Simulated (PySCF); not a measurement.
Ge(H)(OH)2(OMe) (CH6GeO3), SMILES [OH][GeH]([O]C)[OH].

The structure is a stationary point at B3LYP-D3(BJ)/def2-SVP. The structure was generated by enumeration, and PubChem lists no compound with its InChIKey, so it may never have been made. Other conformers were not sampled.

Two levels are set side by side: TDA-PBE/def2-SVPD (PySCF) and TDA-CAM-B3LYP/def2-SVPD (PySCF). Vertical, same geometry. The lowest singlet is HOMO→LUMO 98 % with PBE and HOMO→LUMO 69 %, HOMO→LUMO+3 14 % with the other functional; states are paired by order. Differences are taken from unrounded values.

```tsv
quantity	TDA-CAM-B3LYP
lowest singlet excitation (eV)	7.30
lowest triplet excitation (TDA) (eV)	6.88
```

Q: What does TDA-PBE give, and how far is it from TDA-CAM-B3LYP? (The exact figures need the calculation; the answer reports its results.)

A: 
```csv
quantity,TDA-PBE,TDA-PBE minus TDA-CAM-B3LYP
lowest singlet excitation (eV),5.84,-1.46
lowest triplet excitation (TDA) (eV),5.64,-1.24
```

Functionals without exact exchange tend to place singlet excitations lower, as here. Differences between two approximate levels are no errors against the true value.

Rough cost on one machine, each run with all the roots and properties that it gave: TDA-CAM-B3LYP against TDA-PBE about 5 times.
